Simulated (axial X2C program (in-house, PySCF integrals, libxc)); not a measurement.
Potential curves of SnAs, 2c

All values were computed with an in-house all-electron X2C program for linear molecules (integrals from PySCF). Two-component (2c) means X2C with spin–orbit coupling and atomic mean-field two-electron Coulomb and Gaunt terms. Basis: Sn dyall-cv3z [11s12p9d4f1g], As dyall-cv3z [9s9p6d4f1g] (cores contracted in-house); Gaussian nuclei, density fitting, unrestricted open shells. Masses: Sn 119.902 u, As 74.922 u.

State: Ω = 3/2 (⟨Sz⟩ = 0.50, ⟨Lz⟩ = 1.00 at HF). Energies in eV from the lowest point of each curve. Fits are polynomials in 1 − R0/R over 0.85 to 1.23 times the lowest point R0.

| R (Å) | CCSD(T) | CCSD |
| --- | --- | --- |
| 2.2240 | 0.4760 | 0.4613 |
| 2.2974 | 0.1952 | 0.1878 |
| 2.3707 | 0.0479 | 0.0458 |
| 2.4440 | 0.0000 | 0.0000 |
| 2.5295 | 0.0345 | 0.0316 |
| 2.6151 | 0.1341 | 0.1226 |
| 2.7251 | 0.3149 | 0.2872 |

Correlated methods: 9 electrons correlated (number of frozen shells: Sn 4 s, 3 p, 2 d; As 3 s, 2 p, 1 d), 293 virtual spin orbitals or spinors in MP2, 90 natural virtuals in coupled cluster.

Occupations by symmetry block were frozen at the best pattern of an incomplete PBE0 search. Coupled cluster ran in a truncated set of natural virtual spinors; the MP2 energy of the rest was added. (T) has no such correction and the atoms are truncated less, which lowers De at CCSD(T) by a hundredth of an eV or more. PBE0 can misorder states that lie within some tenths of an eV, so this need not be the ground state of the molecule. The nearest other 2c determinant of the search, Ω = 1/2, lies 0.21 eV up at the distance of the search. The determinant is spin-polarised beyond a pure state at some levels (its spin-free form has ⟨S²⟩ too high), which makes Re and μ there less reliable. The T1 diagnostic is large, a sign of multireference character. With the outer-core shells frozen, correlated bond lengths of heavy atoms tend to come out a few hundredths of an ångström too long. Coupled cluster ran on the points near the minimum only. MP2 and coupled cluster on one determinant become unreliable at the stretched end.

Q: What are Re and ωe at the CCSD(T) level?

A: At CCSD(T), 2c: Re = 2.452 Å, ωe ≈ 277 cm⁻¹; Be follows as 0.0608 cm⁻¹.

Q: What are Re and ωe at the CCSD level?

A: At CCSD, 2c: Re = 2.452 Å, ωe ≈ 268 cm⁻¹; Be follows as 0.0608 cm⁻¹.
